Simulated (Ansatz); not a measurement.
Consider the formal exchange of groups at the Al–O bond: `C[S][AlH][OH]` + `CF` → `C[S][AlH][CH2]F` + H₂O.

Isolated molecules relaxed with PBE0-D4/def2-TZVP in Ansatz; ΔE leaves out vibrations. CBS: MP2 limit from def2 TZ/QZ plus the TZ coupled-cluster correction, frozen cores. This one scheme is used for every species. DFT in def2-TZVPP. B3LYP here is the variant with VWN-RPA as its local correlation; programs differ in this. Each species was taken in one conformer, which may not be the lowest.

```
             level  ΔE (kJ/mol)
            PBE-D4        147.8
          B3LYP-D4        159.3
           ωB97M-V        158.4
     HF/def2-TZVPP        178.0
   CCSD/def2-TZVPP        164.3
CCSD(T)/def2-TZVPP        162.0
     HF/def2-QZVPP        178.8
SCS-MP2/def2-QZVPP        168.1
```

Task: What does CCSD(T)/CBS give? (Best estimate.)

Result: Computed: +159.4 kJ/mol. The listed levels differ from it by -11.6, -0.1, -1.0, 18.6, 4.9, 2.6, 19.4, 8.7 kJ/mol.

Largest T1 diagnostic among the species: 0.012.

From PBE to PBE0 (25 % exact exchange), in def2-TZVPP and without D4, ΔE moves by +4.8 kJ/mol. In def2-TZVPP, CCSD(T) changes the Hartree–Fock value by −16.0 kJ/mol (the triples alone add −2.3 kJ/mol) and MP2 by −10.6 kJ/mol.
